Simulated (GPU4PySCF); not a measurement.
Vertical excitations of a molecule C₁₆H₁₀ from TDA-PBE/def2-SVPD run with GPU4PySCF, as energy in eV (oscillator strength): 3.58 (0.000), 3.69 (0.231), 3.96 (0.000), 4.42 (0.000), 4.44 (0.200), 4.51 (0.000), 4.78 (0.000), 5.23 (0.000), 5.31 (0.000), 5.33 (0.000), 5.34 (0.000), 5.36 (0.000). Lowest triplet (TDA): 2.42 eV. Geometry optimised at ωB97X-D3(BJ)/def2-TZVP. Other conformers were not sampled.

Q: Which structure fits?
A. C#Cc1ccc2cc3ccccc3cc2c1
B. C#Cc1c2ccccc2cc2ccccc12
C. C#Cc1cccc2cc3ccccc3cc12
D. c1cc2ccc3cccc4ccc(c1)c2c34

A: D, c1cc2ccc3cccc4ccc(c1)c2c34
